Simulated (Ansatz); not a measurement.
Species: SiH$_{2}$I, charge 0, doublet. SiH2I (SMILES I[SiH2], doublet).
B3LYP-D3(BJ)/def2-TZVP minimum from Ansatz (a program for electronic structure):
```xyz
4

Si     1.5352    -1.0689     0.0586
I     -0.4626     0.3547    -0.0178
H      1.4701    -1.9119     1.2798
H      1.5547    -1.9240    -1.1557
```
Charge 0, spin multiplicity 2.

Total energies in def2-TZVPP, 13 correlated electrons, 14 frozen orbitals. UHF or UKS for unpaired electrons; spin-orbit terms are left out. Cores are frozen in correlated methods (noble-gas shells, and filled d and f shells in the p block). Past Kr the def2 sets carry scalar-relativistic core potentials. Spin-orbit terms, left out, reach several kcal/mol for Br and I, and more for heavier atoms.

```csv
method,program,energy (Eh),minus CCSDT(Q) (mEh)
HF,Ansatz,-586.76672,287.82
MP2,Ansatz,-587.00859,45.94
CCSD,Ansatz,-587.04190,12.64
CCSD(T),Ansatz,-587.05282,1.72
CCSDT(Q),Ansatz,-587.05454,0.00
```

Rough core times of Ansatz's runs on a shared machine: CCSD(T) under 20 s, CCSDT(Q) 20 min.
